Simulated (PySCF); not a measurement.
**Working out the excitation energy of Kr(2+)**

Kr(2+) [Ar] 3d10 4s2 4p4 (3P) → Kr(2+) [Ar] 3d10 4s2 4p3 4d1 (5D). All numbers are calculated (PySCF 2.14, scalar relativity by spin-free X2C-1e, in aug-cc-pVDZ-DK). Frozen: [Ar] 3d10. Energies in hartree (1 hartree = 27.21139 eV):

```csv
part,Kr(2+) (lower),Kr(2+) (upper)
UHF,-2786.714897,-2786.095737
CCSD correlation,-0.090639,-0.069144
(T),-0.000945,-0.000508
```

Task: What does Hartree-Fock give?

Result: (-2786.095737) − (-2786.714897) = 0.619160 hartree = 16.848 eV.

Task: What do CCSD and CCSD(T) give?

Result: The CCSD correlation energies differ by 0.021495 hartree = 0.585 eV and the triples by 0.000437 hartree = 0.012 eV, so CCSD gives 17.433 eV and CCSD(T) 17.445 eV.

A double-zeta basis recovers only part of the correlation energy.
